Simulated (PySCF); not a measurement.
Computed shifts of a molecule C₃H₃BO₂, PySCF with PBE/pcSseg-1, GIAO, gas phase, equivalent atoms averaged, in ppm (number of nuclei): ¹³C: 235.6 (1), 106.5 (1), 91.8 (1). ¹H: 11.86 (1), 6.93 (1), 3.14 (1). References: ¹³C against TMS (σ = 182.0 ppm); ¹¹B against BF3 (σ = 83.9 ppm); ¹⁷O against H2O (σ = 334.3 ppm); ¹H against TMS (σ = 31.49 ppm), references at their B3LYP-D3(BJ)/def2-TZVP geometries, non-relativistic. Geometry: PBE0-D3(BJ)/def2-SVP. One conformer was computed; it need not be the lowest.

Problem. Identify the compound among the candidates.
(A) C#CB(O)C=O
(B) O=CB1C=CO1
(C) C#CB1OCO1

Solution. A, C#CB(O)C=O
